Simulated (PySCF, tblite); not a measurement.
Isomers of C3H10F2Si2, one GFN2-xTB conformer each. Single-point energies are computed at PBE0/pcSseg-1 (PySCF, gas phase, no added dispersion term), electronic only.

```json
{"SMILES": "C[C@@H](F)[SiH2]C[SiH2]F", "GFN2-xTB relative energy (kcal/mol)": "0.0"}
{"SMILES": "FCC[C@H](F)[SiH2][SiH3]", "GFN2-xTB relative energy (kcal/mol)": "45.0"}
```

Conformers: `[CH3:1][C@@H:2]([F:3])[SiH2:4][CH2:5][SiH2:6][F:7]` with C1–C2–Si4–C5 -56°, C2–Si4–C5–Si6 -51°, Si4–C5–Si6–F7 -171°; `[F:1][CH2:2][CH2:3][C@H:4]([F:5])[SiH2:6][SiH3:7]` with F1–C2–C3–C4 -69°, C2–C3–C4–F5 -68°, C3–C4–Si6–Si7 172°.

What does PBE0/pcSseg-1 give for the same structures?

```json
{"SMILES": "C[C@@H](F)[SiH2]C[SiH2]F", "PBE0/pcSseg-1 E (Eh)": "-898.43542", "PBE0/pcSseg-1 (kcal/mol)": "0.0", "GFN2-xTB (kcal/mol)": "0.0", "point group": "C1"}
{"SMILES": "FCC[C@H](F)[SiH2][SiH3]", "PBE0/pcSseg-1 E (Eh)": "-898.35205", "PBE0/pcSseg-1 (kcal/mol)": "52.3", "GFN2-xTB (kcal/mol)": "45.0", "point group": "C1"}
```

Both levels put the same isomer lowest. As drawn, the lower has an Si–F bond, which the higher lacks; the higher has an Si–Si bond, which the lower lacks.

Which frontier levels, dipoles and rotational constants go with these structures?

```
                  SMILES  HOMO (eV, PBE0/pcSseg-1)  LUMO (eV)  dipole (D)       A, B, C (MHz)
C[C@@H](F)[SiH2]C[SiH2]F                     -8.34       0.41        2.89  2620, 936.0, 829.2
 FCC[C@H](F)[SiH2][SiH3]                     -8.20      -0.13        1.52  3769, 672.8, 651.9
```

What happens when harmonic zero-point energies from GFN2-xTB frequencies are added?

| SMILES | ZPE (kcal/mol) | electronic (kcal/mol) | with ZPE (kcal/mol) |
| --- | --- | --- | --- |
| C[C@@H](F)[SiH2]C[SiH2]F | 74.7 | 0.0 | 0.0 |
| FCC[C@H](F)[SiH2][SiH3] | 73.2 | 52.3 | 50.8 |

The zero-point energies span 1.5 kcal/mol. The order is unchanged.
